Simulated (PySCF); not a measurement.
Method: PBE-D3(BJ)/def2-TZVP // PBE0-D3(BJ)/def2-TZVP in PySCF. Gas-phase values, no solvent. Delta-SCF ions had no search for a lower state. 

Reference species (SMILES): `C=C[SiH3]` (neutral, multiplicity 1).

```json
{
  "vertical ionisation energy (Delta-SCF)": "10.05 eV",
  "HOMO–LUMO gap": "5.40 eV"
}
```

Changed species: `CC=[SiH2]`.

What does the change do to the vertical ionisation energy (Delta-SCF) and HOMO–LUMO gap?

the vertical ionisation energy (Delta-SCF) decreases by 1.79 eV, to 8.26 eV; the HOMO–LUMO gap drops by 2.01 eV, to 3.39 eV.
